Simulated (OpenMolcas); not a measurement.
**3d5 along the 23-electron sequence**

| Quantity | Value |
| --- | --- |
| Program | OpenMolcas 26.06 |
| Method | CASSCF |
| Basis | ANO-R3 |
| Scalar Hamiltonian | X2C, finite nucleus |
| Spin-orbit coupling | RASSI with atomic mean-field integrals over the reference wave functions, term energies averaged over their components |

Active space for each ion: 5 electrons in 5 orbitals (3d).

Computed levels in cm-1 above 6S 5/2:

```
                               Level   Mn2+   Fe3+   Cu6+
                              4G 5/2  32208  37537  51670
                              4G 7/2  32221  37563  51777
                             4G 11/2  32224  37568  51805
                              4G 9/2  32229  37578  51840
                              4P 5/2  37039  43185  59191
                              4P 3/2  37077  43254  59477
                              4P 1/2  37122  43350  59826
                              4D 7/2  40042  46643  64182
                              4D 1/2  40084  46723  64526
weight of 6S in the lowest level (%)    100    100    100
```

Measured, with the error of the calculation in %. Measured levels: Mn2+ from Corliss and Sugar, J. Phys. Chem. Ref. Data 6, 1253 (1977); Fe3+ from Corliss and Sugar, J. Phys. Chem. Ref. Data 11, 135 (1982); Cu6+ from the list in Gamrath, thesis, University of Mons (2023).

```tsv
Level	Mn2+	Fe3+	Cu6+
4G 5/2	26858 (+19.9)		
4G 7/2	26860 (+20.0)		
4G 11/2	26824 (+20.1)	32246 (+16.5)	
4G 9/2	26851 (+20.0)		
4P 5/2	29168 (+27.0)	35254 (+22.5)	50732 (+16.7)
4P 3/2		35333 (+22.4)	51067 (+16.5)
4P 1/2		35407 (+22.4)	51407 (+16.4)
4D 7/2	32307 (+23.9)	38779 (+20.3)	55742 (+15.1)
4D 1/2	32369 (+23.8)	38897 (+20.1)	56210 (+14.8)
```

4G 5/2 changes by a factor of 1.6 over the same range, with steps per unit of Z of +5330, +4710 cm-1.

Without dynamic correlation excited terms often stand tens of per cent too high (terms of higher spin than the ground term too low), and those without a measured partner can miss by more than the paired ones. Measured partners are found by configuration, term and J. A level has none where our copy of the source lacks it or the pairing is in doubt (some pairs that miss far off the trend of their configuration count as doubtful), and it then counts in no deviation. Levels of configurations outside the active space are missing.
